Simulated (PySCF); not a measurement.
**C$_{4}$H$_{13}$FN$_{2}$Si$_{2}$: full NMR table**

- Formula: C4H13FN2Si2
- SMILES: C[C@@H]1N[SiH2]N(C)[SiH2][C@@H]1F
- Point group of the computed structure: C1
- Degrees of unsaturation: 1
- Carbon signals: 4
- Proton signals: 9

Mapped SMILES: `[CH3:1][C@@H:2]1[NH:3][SiH2:4][N:5]([CH3:6])[SiH2:7][C@@H:8]1[F:9]`. Hydrogens are named by the atom that carries them. Ha(Si4), Ha(Si7) are cis to C1 on the ring; Hb(Si4), Hb(Si7) are trans to C1 on the ring.

- structure optimised with GFN2-xTB
- shieldings: GIAO PBE0/pcSseg-1
- code: PySCF
- no solvent model, non-relativistic Hamiltonian, one computed conformer, one averaged value for each set of equivalent atoms

δ = σ(ref) − σ, references computed at the same level: ¹H and ¹³C and ²⁹Si against TMS; ¹⁹F vs CFCl3; ¹⁵N vs NH3.

```tsv
carbon	δC, type	δH (multiplicity)	HMBC from (2–3 bonds)	span of the C tensor (ppm)
C1	23.3, CH3	1.43 (d)	H(C8), H(C2)	55
C2	51.3, CH	3.07 (m)	Ha(Si7), Hb(Si4), Ha(Si4), Hb(Si7), H(C8), H(C1)	25
C6	31.4, CH3	2.66 (s)	Ha(Si7), Hb(Si4), Ha(Si4), Hb(Si7)	60
C8	93.0, CH	4.55 (m)	Ha(Si7), Hb(Si7), H(C2), H(C1)	72
```

Other nuclei:
| atoms | nucleus | environment | δ (ppm) | σ (ppm) |
| --- | --- | --- | --- | --- |
| Ha(Si7) | ¹H | hydrogen on a silicon bonded to C, N, in a 6-membered ring | 5.07 | 26.64 |
| Hb(Si4) | ¹H | hydrogen on a silicon bonded to 2 N, in a 6-membered ring | 5.07 | 26.65 |
| Ha(Si4) | ¹H | hydrogen on a silicon bonded to 2 N, in a 6-membered ring | 4.97 | 26.74 |
| Hb(Si7) | ¹H | hydrogen on a silicon bonded to C, N, in a 6-membered ring | 4.83 | 26.89 |
| H(N3) | ¹H | hydrogen on a nitrogen bonded to C, Si, in a 6-membered ring | 1.06 | 30.66 |
| F9 | ¹⁹F | fluorine on an sp3 carbon | -268.5 | 439.4 |
| Si7 | ²⁹Si | silicon bonded to C, N, 2 H, in a 6-membered ring | -29.5 | 378.6 |
| Si4 | ²⁹Si | silicon bonded to 2 N, 2 H, in a 6-membered ring | -34.2 | 383.4 |
| N3 | ¹⁵N | nitrogen bonded to C, Si, H, in a 6-membered ring | 37.3 | 230.4 |
| N5 | ¹⁵N | nitrogen bonded to C, 2 Si, in a 6-membered ring | 5.2 | 262.5 |

Carbon types of the structure: 2 × CH, 2 × CH3, leaving 5 H on heteroatoms. δC 93.0: sp3 CH bonded to F and Si; pulled downfield by the heteroatom. δH 4.55: hydrogen on an sp3 CH bonded to F and Si; its carbon carries F, an electronegative neighbour. δH 3.07: hydrogen on an sp3 CH bonded to N; its carbon carries N, an electronegative neighbour. δH 2.66: hydrogen on a methyl carbon bonded to N; its carbon carries N, an electronegative neighbour. δH 1.06: hydrogen on a nitrogen bonded to C, Si, in a 6-membered ring; labile proton, position sensitive to the medium.

OH and NH positions are those of a molecule without intermolecular hydrogen bonds; in solution they move with solvent, concentration and temperature, and exchange usually removes their couplings. Splittings by ¹⁹F in the carbon and heteronuclear signals aren't shown, as no couplings were computed. Shifts are as computed. Against solution values, carbons near 30 ppm lie about +3 ppm off and those near 130 ppm about +5 ppm. Of 1211 compounds with measured shifts, 218 miss one by over three times the rms of a fit or turn the order of signals round; such compounds aren't used in these exercises. Unscaled 19F shifts against computed CFCl3 carry errors that often reach 10 to 50 ppm. Experimental scales use liquid or dissolved standards, which lie at an offset from isolated NH3 (liquid NH3: subtract about 20 ppm). No couplings were computed; multiplicities are counted from neighbouring protons, with m where these are inequivalent, close in shift, in a saturated or five-membered ring or joined by F or P, and br s for small geminal =CH2 splittings.
